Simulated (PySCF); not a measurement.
**One molecule, many inputs**

Molecule: `NC(=O)C1=C[C@@H]2[C@@H]3[C@H]1[C@H]23`, C7H7NO; geometry GFN2-xTB.

Cartesian coordinates in Å; atom numbers follow the order of the lines, from 1:
```xyz
16

N     2.7933    0.5688   -0.1195
C     1.8295   -0.3756   -0.2841
O     2.0999   -1.5241   -0.5748
C     0.4524    0.0992   -0.0891
C    -0.0719    1.3245    0.0652
C    -1.5344    1.1208    0.2014
C    -1.7823   -0.2311    0.8491
C    -0.7179   -0.8280   -0.0462
C    -1.9357   -0.1114   -0.5897
H     3.7557    0.2951   -0.2229
H     2.5804    1.5045    0.1703
H     0.3994    2.2888    0.0795
H    -2.2147    1.9477    0.3414
H    -2.3827   -0.5781    1.6627
H    -0.5787   -1.8915   -0.1513
H    -2.6999   -0.3332   -1.3034
```

All runs: PySCF 2.14.0 with density-fitted response routines, non-relativistic, gas phase unless a solvent (IEF-PCM) is named; grid level 2, GIAOs and SCF threshold 1e-9 unless changed. The yardstick, PBE0/pcSseg-1, gives these isotropic shieldings σ (ppm, equivalent atoms averaged): C4 35.2, C7/C9 131.3, C6 146.4, O3 -72.3, H10 27.27, H15 29.30, H13 29.94.

Task: What do these inputs give? (1) solvent tetrahydrofuran; PBE/pcSseg-1; level_shift 0.1; aux def2-qzvpp-jkfit; (2) revPBE/IGLO-II; (3) mPW1PW91/pcSseg-1; grid level 3

Result: 
| run | outcome | functions | wall time | C4 | C7/C9 | C6 | O3 | H10 | H15 | H13 |
| --- | --- | --- | --- | --- | --- | --- | --- | --- | --- | --- |
| 1 | converged | 188 | 21 s | 34.7 | 124.4 | 138.7 | -34.2 | 26.87 | 29.36 | 29.56 |
| 2 | converged | 240 | 40 s | 37.6 | 129.0 | 142.9 | -63.6 | 28.22 | 29.73 | 30.33 |
| 3 | converged | 188 | 21 s | 34.4 | 130.4 | 145.5 | -73.1 | 27.32 | 29.34 | 29.99 |

Times are on 1 thread of an Intel Xeon 6975P-C, shared host.

Task: Comment on the technical settings.

Result: 
- Run 1: The functional and medium differ from the yardstick's, which in itself moves the values. The level shift changes the path of the SCF (12 cycles), not the solution, provided the same state is reached. The other auxiliary basis adds little: it changes only the density-fitting error.
